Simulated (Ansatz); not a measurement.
Relaxation of B8Sb8⁺ with UKS PBE-D4/def2-SVP.

```sh
$ ansatz run in.yaml --threads 2 --pin off --events-out ev --progress --plain --max-ram 32768MiB --backend cuda --devices 0, --max-vram 18GiB
```

```yaml
crystal:
  periodic: [false, false, false]
  atoms:
    - {symbol: B, position_ang: [-1.402890, 0.831510, 1.642810]}
    - {symbol: B, position_ang: [0.364660, -2.654170, -0.760450]}
    - {symbol: B, position_ang: [-1.361790, 1.000440, -0.713750]}
    - {symbol: B, position_ang: [-0.814840, -0.446910, -1.323860]}
    - {symbol: B, position_ang: [-0.251370, 0.364550, 0.530440]}
    - {symbol: B, position_ang: [-0.885520, -1.820550, -0.416540]}
    - {symbol: B, position_ang: [1.360340, 0.430910, 0.876360]}
    - {symbol: B, position_ang: [-0.191230, 1.969900, -1.232440]}
    - {symbol: Sb, position_ang: [0.969170, -1.670470, 1.408900]}
    - {symbol: Sb, position_ang: [0.504700, 0.532310, -2.856670]}
    - {symbol: Sb, position_ang: [-3.274190, 0.946990, 0.495340]}
    - {symbol: Sb, position_ang: [0.446230, 1.774870, 2.537440]}
    - {symbol: Sb, position_ang: [-2.011410, -1.399810, 1.523580]}
    - {symbol: Sb, position_ang: [2.599260, 0.146150, -1.063520]}
    - {symbol: Sb, position_ang: [1.442190, 2.666530, 0.124150]}
    - {symbol: Sb, position_ang: [2.506700, -2.672250, -0.771790]}
basis:
  gaussian: {orbitals: def2-SVP}
total_charge: 1
magnetization: {spin_polarized: true, initial_magnetization: 1}
hamiltonian: {xc: pbe, dispersion: d4}
scf: {lower_state_search: "off"}
output: {orbitals: {seedname: orbitals}}
relax: {f_tol: 0.03, max_steps: 70}
```

Hardware: 2 threads of AMD EPYC 7R13 on a shared host and a share (18 GiB) of an NVIDIA H100 80GB HBM3. Wall time 2.4 min, peak host memory 1 GiB.

Positions (Å) and forces (eV/Å) at steps 1, 2, 3, 4, 5, 6, 7, 8, 9, 10, 11, 12, 13, 14, 15, 16, 17, 18 of 40:

```xyz
16
step=1 energy=-57694.7499 eV
B    -1.403    0.832    1.643   -0.809    0.081   -0.362
B     0.365   -2.654   -0.760    0.727   -0.277   -0.716
B    -1.362    1.000   -0.714   -0.354    0.569    0.630
B    -0.815   -0.447   -1.324    0.174    0.155    0.310
B    -0.251    0.365    0.530   -0.416   -0.281   -1.247
B    -0.886   -1.821   -0.417   -0.844   -0.473    0.690
B     1.360    0.431    0.876    0.493    0.413    0.156
B    -0.191    1.970   -1.232    0.217    0.114    0.077
Sb    0.969   -1.670    1.409    0.566   -0.556    1.171
Sb    0.505    0.532   -2.857   -0.445    0.060   -1.498
Sb   -3.274    0.947    0.495   -0.991    0.731   -0.256
Sb    0.446    1.775    2.537   -0.182    0.212    1.444
Sb   -2.011   -1.400    1.524   -1.069   -1.038    0.965
Sb    2.599    0.146   -1.064    1.431    0.236   -0.324
Sb    1.442    2.667    0.124    0.771    1.491   -0.401
Sb    2.507   -2.672   -0.772    0.732   -1.437   -0.641
16
step=2 energy=-57695.7306 eV
B    -1.462    0.813    1.598   -0.513    0.016   -0.429
B     0.396   -2.644   -0.795    0.796    0.048   -0.177
B    -1.375    1.035   -0.694   -0.362    0.080    0.741
B    -0.820   -0.442   -1.282    0.277    0.282    0.182
B    -0.259    0.357    0.509   -0.181   -0.270   -0.835
B    -0.888   -1.848   -0.369   -0.399   -0.190    0.916
B     1.369    0.473    0.874    0.175    0.222   -0.030
B    -0.164    1.968   -1.223    0.477    0.071    0.028
Sb    1.038   -1.686    1.491    0.339   -0.115   -0.170
Sb    0.430    0.536   -2.967    0.080   -0.001    0.270
Sb   -3.362    1.031    0.463    0.065    0.052   -0.025
Sb    0.397    1.764    2.634   -0.009    0.084   -0.262
Sb   -2.117   -1.486    1.604   -0.101    0.072   -0.211
Sb    2.746    0.173   -1.085   -0.288   -0.239   -0.274
Sb    1.505    2.795    0.095   -0.082   -0.017    0.330
Sb    2.565   -2.840   -0.852   -0.274   -0.095   -0.054
16
step=3 energy=-57696.0511 eV
B    -1.524    0.828    1.523   -0.156    0.103   -0.427
B     0.467   -2.609   -0.815    0.221    0.138    0.159
B    -1.385    1.061   -0.651   -0.263   -0.117    0.751
B    -0.818   -0.440   -1.210    0.159    0.342    0.022
B    -0.264    0.338    0.493   -0.415   -0.163   -0.487
B    -0.836   -1.863   -0.282   -0.031    0.037    0.579
B     1.372    0.493    0.851   -0.042    0.166   -0.119
B    -0.119    1.970   -1.142    0.368   -0.049    0.016
Sb    1.157   -1.691    1.462    0.290   -0.116   -0.088
Sb    0.402    0.546   -2.918   -0.102   -0.073   -0.054
Sb   -3.428    1.072    0.411    0.303   -0.116   -0.054
Sb    0.331    1.787    2.585   -0.080   -0.111   -0.026
Sb   -2.178   -1.470    1.596    0.063    0.122   -0.295
Sb    2.656    0.068   -1.166    0.159   -0.089   -0.085
Sb    1.549    2.836    0.163   -0.142   -0.145    0.149
Sb    2.617   -2.925   -0.900   -0.332    0.070   -0.041
16
step=4 energy=-57696.3483 eV
B    -1.596    0.860    1.404    0.303    0.307   -0.131
B     0.507   -2.521   -0.779   -0.151    0.170    0.223
B    -1.400    1.086   -0.580   -0.184    0.094    0.465
B    -0.828   -0.416   -1.141    0.265    0.073   -0.285
B    -0.289    0.286    0.459   -0.397   -0.288    0.043
B    -0.779   -1.809   -0.123    0.107    0.262    0.360
B     1.367    0.492    0.780   -0.091    0.042   -0.167
B    -0.042    1.914   -1.064   -0.098   -0.176   -0.117
Sb    1.351   -1.705    1.451    0.261   -0.023   -0.009
Sb    0.375    0.507   -2.896   -0.157    0.035   -0.106
Sb   -3.503    1.086    0.328    0.300   -0.106   -0.110
Sb    0.262    1.719    2.555   -0.254   -0.161    0.117
Sb   -2.275   -1.414    1.593    0.120   -0.049   -0.316
Sb    2.658    0.012   -1.277    0.142   -0.051    0.172
Sb    1.570    2.848    0.264   -0.004   -0.140   -0.057
Sb    2.622   -2.946   -0.974   -0.161    0.012   -0.081
16
step=5 energy=-57696.5851 eV
B    -1.628    0.909    1.338    0.388    0.338    0.252
B     0.524   -2.449   -0.732   -0.090    0.181    0.147
B    -1.414    1.100   -0.523   -0.159    0.247    0.005
B    -0.792   -0.385   -1.127    0.388   -0.019   -0.553
B    -0.325    0.230    0.458   -0.270   -0.395    0.289
B    -0.704   -1.716    0.001    0.137    0.465    0.397
B     1.336    0.480    0.751   -0.186   -0.068   -0.071
B    -0.034    1.868   -1.049   -0.187   -0.140   -0.178
Sb    1.542   -1.721    1.452    0.020   -0.086   -0.039
Sb    0.367    0.509   -2.923   -0.170   -0.006    0.083
Sb   -3.538    1.090    0.276    0.124   -0.034   -0.162
Sb    0.202    1.664    2.567   -0.212   -0.192   -0.002
Sb   -2.332   -1.368    1.564    0.180   -0.244   -0.119
Sb    2.637   -0.044   -1.299    0.167   -0.002    0.046
Sb    1.557    2.817    0.298    0.011   -0.052   -0.062
Sb    2.603   -2.986   -1.051   -0.142    0.007   -0.033
16
step=6 energy=-57696.7737 eV
B    -1.645    0.956    1.313    0.258    0.209    0.313
B     0.526   -2.360   -0.690   -0.143    0.190    0.063
B    -1.429    1.119   -0.504   -0.037   -0.020   -0.082
B    -0.729   -0.357   -1.155    0.473    0.059   -0.332
B    -0.375    0.165    0.468   -0.276    0.392    0.326
B    -0.626   -1.585    0.126    0.122   -0.377   -0.058
B     1.286    0.439    0.722   -0.040   -0.080    0.050
B    -0.049    1.839   -1.070   -0.123   -0.192   -0.161
Sb    1.647   -1.757    1.468   -0.024   -0.061   -0.135
Sb    0.376    0.520   -2.955   -0.113   -0.056    0.081
Sb   -3.552    1.084    0.230   -0.063   -0.054   -0.080
Sb    0.161    1.596    2.579   -0.057   -0.109   -0.103
Sb   -2.341   -1.356    1.582    0.128   -0.042   -0.027
Sb    2.646   -0.069   -1.317    0.073    0.028    0.098
Sb    1.536    2.768    0.306    0.021    0.060    0.006
Sb    2.568   -3.002   -1.102   -0.198    0.052    0.039
16
step=7 energy=-57696.8679 eV
B    -1.662    1.015    1.323    0.165   -0.008    0.012
B     0.480   -2.320   -0.724   -0.029    0.178   -0.073
B    -1.440    1.096   -0.504    0.019   -0.036   -0.180
B    -0.611   -0.344   -1.150    0.260   -0.085    0.071
B    -0.407    0.165    0.509   -0.206    0.363    0.198
B    -0.600   -1.564    0.171   -0.074   -0.321    0.000
B     1.258    0.436    0.752   -0.091   -0.059    0.020
B    -0.063    1.791   -1.107   -0.122   -0.051   -0.038
Sb    1.682   -1.789    1.416   -0.068   -0.123   -0.017
Sb    0.435    0.487   -2.980   -0.039    0.025    0.218
Sb   -3.566    1.058    0.211   -0.038   -0.062   -0.009
Sb    0.142    1.600    2.594    0.052   -0.046   -0.118
Sb   -2.309   -1.329    1.631    0.068    0.034   -0.024
Sb    2.671   -0.058   -1.249    0.143   -0.016   -0.099
Sb    1.491    2.762    0.290    0.055    0.106   -0.012
Sb    2.499   -3.005   -1.183   -0.096    0.100    0.051
16
step=8 energy=-57696.9516 eV
B    -1.687    1.100    1.319   -0.138   -0.128   -0.225
B     0.388   -2.232   -0.794   -0.032    0.489   -0.232
B    -1.472    1.033   -0.521    0.212   -0.112   -0.326
B    -0.427   -0.356   -1.085   -0.264   -0.498    0.888
B    -0.469    0.174    0.585   -0.006   -0.001   -0.236
B    -0.600   -1.572    0.253   -0.045   -0.067   -0.033
B     1.216    0.415    0.758    0.247   -0.177   -0.187
B    -0.117    1.741   -1.130    0.084    0.335    0.149
Sb    1.673   -1.878    1.357   -0.065    0.141   -0.046
Sb    0.547    0.454   -2.917    0.122    0.138   -0.236
Sb   -3.599    0.986    0.179    0.005   -0.112    0.145
Sb    0.144    1.615    2.565    0.128    0.123    0.114
Sb   -2.282   -1.279    1.715   -0.150    0.095    0.077
Sb    2.845   -0.025   -1.215   -0.270   -0.045    0.141
Sb    1.455    2.775    0.235    0.012   -0.192   -0.042
Sb    2.384   -2.951   -1.304    0.160    0.010    0.049
16
step=9 energy=-57697.0830 eV
B    -1.687    1.129    1.301   -0.321   -0.096   -0.230
B     0.359   -2.101   -0.865    0.091    0.195   -0.348
B    -1.473    0.985   -0.566    0.260    0.145    0.070
B    -0.361   -0.393   -1.011   -0.475   -0.319    0.476
B    -0.489    0.185    0.617    0.117   -0.199   -0.021
B    -0.612   -1.582    0.280   -0.123   -0.114    0.320
B     1.211    0.380    0.769    0.403   -0.071   -0.161
B    -0.133    1.747   -1.136   -0.022    0.271   -0.003
Sb    1.640   -1.913    1.330   -0.144    0.115    0.096
Sb    0.558    0.432   -2.877    0.199    0.187   -0.395
Sb   -3.599    0.903    0.158   -0.010   -0.104    0.095
Sb    0.164    1.638    2.542    0.007    0.213    0.051
Sb   -2.278   -1.251    1.760   -0.128    0.108    0.058
Sb    2.855    0.005   -1.157   -0.051    0.027   -0.011
Sb    1.505    2.728    0.192   -0.022   -0.206    0.067
Sb    2.341   -2.893   -1.337    0.219   -0.150   -0.065
16
step=10 energy=-57697.0441 eV rejected
B    -1.712    1.142    1.284    0.006   -0.151   -0.203
B     0.363   -1.952   -0.971    0.196   -1.007    0.374
B    -1.458    0.974   -0.574    0.240    0.084    0.320
B    -0.356   -0.449   -0.937   -0.982    1.182    0.017
B    -0.491    0.179    0.663    0.392   -0.293    0.013
B    -0.639   -1.632    0.326    0.530   -0.109   -0.305
B     1.282    0.329    0.784   -0.465   -0.110    0.016
B    -0.156    1.806   -1.146    0.035   -0.196   -0.207
Sb    1.550   -1.957    1.353    0.027   -0.078   -0.057
Sb    0.551    0.449   -2.851    0.086    0.051   -0.172
Sb   -3.609    0.779    0.130    0.018    0.180   -0.120
Sb    0.173    1.723    2.479   -0.059    0.121    0.239
Sb   -2.306   -1.221    1.807    0.158    0.011   -0.012
Sb    2.879    0.054   -1.145   -0.006   -0.117   -0.113
Sb    1.591    2.636    0.161   -0.087    0.315    0.077
Sb    2.340   -2.860   -1.363   -0.090    0.117    0.134
16
step=11 energy=-57697.1917 eV
B    -1.693    1.104    1.286    0.010   -0.002    0.040
B     0.383   -2.060   -0.919   -0.292    0.282    0.092
B    -1.442    1.014   -0.553    0.123   -0.086    0.109
B    -0.445   -0.418   -0.986   -0.030   -0.237   -0.332
B    -0.462    0.173    0.626    0.054   -0.153    0.210
B    -0.617   -1.627    0.288    0.147   -0.026    0.057
B     1.261    0.355    0.772   -0.021    0.027    0.060
B    -0.127    1.805   -1.144   -0.005   -0.026   -0.113
Sb    1.583   -1.919    1.358   -0.047    0.000   -0.040
Sb    0.529    0.454   -2.884    0.009   -0.005    0.006
Sb   -3.592    0.856    0.140   -0.026   -0.020   -0.015
Sb    0.160    1.701    2.519   -0.098    0.045    0.044
Sb   -2.286   -1.245    1.772    0.007    0.064   -0.066
Sb    2.825    0.012   -1.172    0.074    0.060   -0.039
Sb    1.543    2.689    0.208    0.102    0.066    0.001
Sb    2.378   -2.894   -1.314   -0.007    0.011   -0.015
16
step=12 energy=-57697.2237 eV
B    -1.692    1.091    1.283    0.125    0.096    0.106
B     0.339   -2.012   -0.949    0.018   -0.143   -0.008
B    -1.408    1.001   -0.537    0.112   -0.066   -0.005
B    -0.492   -0.458   -0.979   -0.154    0.144   -0.198
B    -0.450    0.145    0.654    0.078   -0.097    0.073
B    -0.618   -1.651    0.314    0.028    0.030    0.001
B     1.277    0.350    0.785   -0.011    0.116    0.167
B    -0.098    1.795   -1.154   -0.094   -0.109   -0.048
Sb    1.555   -1.927    1.353    0.034   -0.002   -0.071
Sb    0.535    0.422   -2.881    0.006    0.005    0.137
Sb   -3.579    0.819    0.118   -0.056    0.079   -0.079
Sb    0.145    1.747    2.514   -0.064    0.016   -0.093
Sb   -2.300   -1.234    1.780    0.058   -0.031   -0.016
Sb    2.853    0.072   -1.171   -0.070   -0.077   -0.014
Sb    1.585    2.679    0.203   -0.035    0.046    0.064
Sb    2.347   -2.840   -1.334    0.023   -0.008   -0.016
16
step=13 energy=-57697.2470 eV
B    -1.688    1.092    1.282    0.124   -0.003    0.064
B     0.324   -2.018   -0.974    0.000   -0.159    0.089
B    -1.388    0.986   -0.528   -0.008   -0.028   -0.033
B    -0.516   -0.478   -0.988   -0.206    0.162    0.004
B    -0.434    0.133    0.668    0.068   -0.112   -0.016
B    -0.604   -1.661    0.319    0.078    0.047   -0.150
B     1.292    0.379    0.832   -0.119    0.234    0.043
B    -0.093    1.787   -1.152    0.042   -0.046   -0.012
Sb    1.576   -1.915    1.318   -0.003   -0.063   -0.034
Sb    0.541    0.411   -2.869   -0.017   -0.020    0.046
Sb   -3.571    0.828    0.104    0.036   -0.002   -0.026
Sb    0.120    1.797    2.513   -0.037   -0.019   -0.024
Sb   -2.293   -1.233    1.773   -0.010   -0.002    0.026
Sb    2.824    0.046   -1.147    0.094    0.052    0.002
Sb    1.576    2.699    0.219   -0.004   -0.012    0.012
Sb    2.333   -2.854   -1.369   -0.035   -0.027    0.009
16
step=14 energy=-57697.2772 eV
B    -1.672    1.076    1.287    0.050   -0.045    0.045
B     0.283   -2.052   -0.999   -0.071    0.036    0.185
B    -1.364    0.971   -0.517   -0.091    0.059   -0.022
B    -0.578   -0.506   -1.007   -0.033   -0.009    0.210
B    -0.413    0.108    0.674    0.107   -0.049   -0.125
B    -0.603   -1.672    0.314    0.086   -0.077   -0.263
B     1.302    0.448    0.870   -0.199    0.196   -0.168
B    -0.068    1.766   -1.136    0.137    0.006    0.082
Sb    1.591   -1.880    1.262   -0.057   -0.061   -0.128
Sb    0.562    0.380   -2.838    0.046   -0.087   -0.057
Sb   -3.551    0.831    0.094    0.029   -0.070    0.041
Sb    0.092    1.855    2.509   -0.009   -0.003    0.083
Sb   -2.293   -1.240    1.772   -0.039    0.059    0.039
Sb    2.836    0.043   -1.112    0.066    0.058    0.085
Sb    1.572    2.741    0.239    0.010   -0.032   -0.047
Sb    2.303   -2.870   -1.412   -0.033    0.019    0.041
16
step=15 energy=-57697.2425 eV rejected
B    -1.638    1.044    1.307   -0.103   -0.121   -0.077
B     0.194   -2.117   -1.045   -0.071    0.406    0.159
B    -1.324    0.949   -0.490   -0.139    0.170   -0.087
B    -0.697   -0.559   -1.032    0.324   -0.140    0.396
B    -0.383    0.053    0.677    0.191    0.410   -0.383
B    -0.625   -1.704    0.289   -0.014   -0.162   -0.139
B     1.292    0.607    0.893   -0.614   -0.292   -0.507
B     0.004    1.701   -1.090    0.267    0.161    0.410
Sb    1.607   -1.793    1.107   -0.071   -0.374    0.246
Sb    0.641    0.287   -2.763    0.022   -0.108   -0.225
Sb   -3.518    0.825    0.098   -0.029   -0.084    0.076
Sb    0.046    1.966    2.507    0.105    0.003    0.333
Sb   -2.295   -1.252    1.782    0.029    0.054    0.103
Sb    2.886    0.037   -1.004    0.147    0.169   -0.031
Sb    1.568    2.844    0.267   -0.128   -0.032   -0.277
Sb    2.240   -2.888   -1.504    0.085   -0.060    0.004
16
step=16 energy=-57697.3301 eV
B    -1.655    1.065    1.302   -0.076   -0.074   -0.039
B     0.252   -2.086   -1.003   -0.092    0.167    0.039
B    -1.362    0.972   -0.510   -0.137    0.103    0.007
B    -0.620   -0.515   -1.018    0.086   -0.145    0.199
B    -0.413    0.091    0.658    0.156    0.066   -0.136
B    -0.624   -1.680    0.292    0.011   -0.179   -0.124
B     1.267    0.519    0.837   -0.058    0.108   -0.271
B    -0.030    1.726   -1.105    0.102   -0.014    0.186
Sb    1.590   -1.850    1.194   -0.039   -0.044   -0.102
Sb    0.612    0.332   -2.802    0.089   -0.092   -0.112
Sb   -3.542    0.833    0.112   -0.039   -0.088    0.067
Sb    0.085    1.877    2.518    0.045    0.078    0.086
Sb   -2.287   -1.245    1.788   -0.039    0.101    0.023
Sb    2.885    0.046   -1.063   -0.023    0.048    0.151
Sb    1.558    2.794    0.243    0.023   -0.027    0.006
Sb    2.284   -2.879   -1.443   -0.010   -0.010    0.022
16
step=17 energy=-57697.3930 eV
B    -1.645    1.049    1.311   -0.023   -0.061   -0.071
B     0.221   -2.099   -1.022    0.040    0.210   -0.155
B    -1.366    0.971   -0.501   -0.126    0.094   -0.017
B    -0.661   -0.531   -1.022    0.101   -0.099    0.044
B    -0.406    0.077    0.641    0.079    0.260   -0.145
B    -0.643   -1.701    0.270   -0.111   -0.039    0.164
B     1.240    0.593    0.775   -0.177   -0.025   -0.264
B     0.014    1.680   -1.054    0.088   -0.138    0.267
Sb    1.583   -1.827    1.120    0.001   -0.161    0.094
Sb    0.667    0.279   -2.771    0.042   -0.054    0.014
Sb   -3.549    0.814    0.136   -0.036   -0.009    0.018
Sb    0.082    1.920    2.517    0.031   -0.003    0.065
Sb   -2.281   -1.237    1.806    0.033   -0.018    0.055
Sb    2.914    0.054   -0.986    0.110   -0.002    0.011
Sb    1.566    2.845    0.253   -0.054    0.075   -0.055
Sb    2.263   -2.888   -1.474    0.004   -0.030   -0.026
16
step=18 energy=-57697.5092 eV
B    -1.645    1.036    1.317    0.026   -0.032   -0.038
B     0.199   -2.084   -1.047    0.094    0.321   -0.289
B    -1.394    0.978   -0.496   -0.180    0.107   -0.109
B    -0.707   -0.537   -1.025    0.102   -0.080   -0.094
B    -0.411    0.083    0.610    0.034    0.282   -0.005
B    -0.663   -1.711    0.256   -0.079    0.142    0.285
B     1.200    0.667    0.656   -0.007    0.108   -0.344
B     0.060    1.611   -0.972    0.045   -0.499    0.329
Sb    1.577   -1.830    1.060    0.059   -0.216    0.221
Sb    0.745    0.216   -2.710   -0.025    0.046    0.015
Sb   -3.571    0.797    0.167   -0.037    0.028    0.003
Sb    0.085    1.941    2.511   -0.013   -0.088   -0.036
Sb   -2.264   -1.230    1.840    0.033   -0.070    0.033
Sb    3.000    0.034   -0.913    0.041   -0.028    0.045
Sb    1.549    2.927    0.257   -0.059    0.003   -0.014
Sb    2.238   -2.898   -1.512   -0.033   -0.025   -0.002
```

In the def2 sets Sb takes a core potential; there is no spin–orbit coupling. The structure comes from a short search, and lower isomers may exist.
